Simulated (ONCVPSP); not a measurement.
## Which change was made? (Yb, ONCV)

ytterbium (Yb), optimised norm-conserving Vanderbilt (ONCV), made with ONCVPSP 4.0.1 (PBE, scalar-relativistic). Core [Kr] 4d10 4f13, reference 5s2 5p6 5d1 6s1 (charge +1). Waves: 5s+6s: rc 1.90 bohr, ncon 4, nbas 9, qcut 6.5 1/bohr, 2 projectors; 5p: rc 1.85 bohr, ncon 5, nbas 8, qcut 7.7 1/bohr, 3 projectors, debl 1.3 Ha; 5d: rc 3.30 bohr, ncon 3, nbas 8, qcut 4.4 1/bohr, 2 projectors, debl 1.7 Ha; f scattering state at 0.38 Ha: rc 3.15 bohr, ncon 4, nbas 9, qcut 3.3 1/bohr, 2 projectors, debl 1.3 Ha. Local part: polynomial inside 1.70 bohr (lpopt 5, dvloc0 3 Ha). Core correction: none.

In the p channel the program set the typed energies aside and used -1.385, 0.250, 1.550 Ha.

Cutoffs, loose and tight: the cutoffs (Ha) at which the residual kinetic energy of the hardest occupied pseudo-wave falls to 1 and 0.1 mHa per electron. They do not see the model core or the augmentation charge, which bear on the density cutoff. Test errors are all-electron minus pseudo excitation energies from the reference, over the configurations 5s2 5p6 5d1 6s2; 5s2 5p6 5d1 6s0; 5s2 5p6 5d0 6s0; 5s2 5p6 5d1 6s1.5; variants that change the core or the reference have their own tests.

The base gives: outcome: generated, projector energies reset by the program; cutoff, loose: 22 Ha; cutoff, tight: 26 Ha; bound ghosts: none; GHOST(+) flags above zero: f; largest test error (meV): +87.

Q: After one change the result is: outcome: generated, projector energies reset by the program; cutoff, loose: 20 Ha; cutoff, tight: 24 Ha; bound ghosts: none; GHOST(+) flags above zero: none; largest test error (meV): +132. Which change was it?
A. all radii scaled by about 1.08 (s 2.06, p 2.00, d 3.58, f 3.42 bohr); local potential polynomial inside 1.84 bohr (lpopt 5, dvloc0 3 Ha)
B. all radii scaled by about 1.28 (s 2.44, p 2.38, d 4.22, f 4.04 bohr); local potential polynomial inside 2.18 bohr (lpopt 5, dvloc0 3 Ha)
C. all radii scaled by about 0.82 (s 1.56, p 1.52, d 2.70, f 2.58 bohr); local potential polynomial inside 1.40 bohr (lpopt 5, dvloc0 3 Ha)

A: A. The others give: all radii scaled by about 1.28 (s 2.44, p 2.38, d 4.22, f 4.04 bohr); local potential polynomial inside 2.18 bohr (lpopt 5, dvloc0 3 Ha) → outcome: generated, projector energies reset by the program; cutoff, loose: 14 Ha; cutoff, tight: 19 Ha; bound ghosts: none; GHOST(+) flags above zero: none; largest test error (meV): +245 | all radii scaled by about 0.82 (s 1.56, p 1.52, d 2.70, f 2.58 bohr); local potential polynomial inside 1.40 bohr (lpopt 5, dvloc0 3 Ha) → outcome: generated, projector energies reset by the program; cutoff, loose: 26 Ha; cutoff, tight: 45 Ha; bound ghosts: none; GHOST(+) flags above zero: s, p, f; largest test error (meV): +16.
